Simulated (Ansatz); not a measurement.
Cs5⁻ was relaxed with PBE0 (def2-TZVPD) in Ansatz in these states: charge -1 quintet, charge -1 singlet, charge -1 triplet. The geometries follow in no particular order.

In the def2 sets Cs takes a core potential; there is no spin–orbit coupling.

A:

Cartesian coordinates in Å:
```
Cs -0.6535 4.4917 -2.8584
Cs -0.5439 -3.8273 0.4360
Cs 0.9522 1.7583 1.0756
Cs -1.9601 -0.7966 -3.2646
Cs 2.2054 -1.6261 4.6115
```

B:

```xyz
5

Cs    4.2112   -0.5687    4.2088
Cs   -3.4602   -0.3889   -1.0642
Cs    1.8357    0.7624   -0.9903
Cs   -0.7046   -1.3408    3.3111
Cs   -1.8820    1.5360   -5.4655
```

C:

```xyz
5

Cs    2.524   -5.222    1.228
Cs   -2.997    2.648    0.120
Cs    1.632   -0.049   -0.684
Cs   -2.319   -2.487    2.108
Cs    1.159    5.111   -2.772
```

Problem. Judge from the bond lengths which geometry belongs to which state (an estimate).

Solution. A is the charge -1 singlet (Cs3–Cs5 5.052 Å, Cs1–Cs3 5.052 Å, Cs1–Cs4 5.462 Å); B is the charge -1 triplet (Cs3–Cs5 5.869 Å, Cs1–Cs3 5.869 Å, Cs1–Cs4 5.056 Å); C is the charge -1 quintet (Cs3–Cs5 5.586 Å, Cs1–Cs3 5.586 Å, Cs1–Cs4 5.631 Å).

At PBE0/def2-TZVPD the charge -1 triplet is spin-contaminated (final ⟨S²⟩ up to 2.14, 2.00 for a pure state). At PBE0/def2-TZVPD a singlet lies 0.13 eV below the charge -1 triplet. At PBE0/def2-TZVPD a singlet lies 0.56 eV below the charge -1 quintet. These are the stationary points nearest to one start from a short search; other shapes may lie lower in each state.
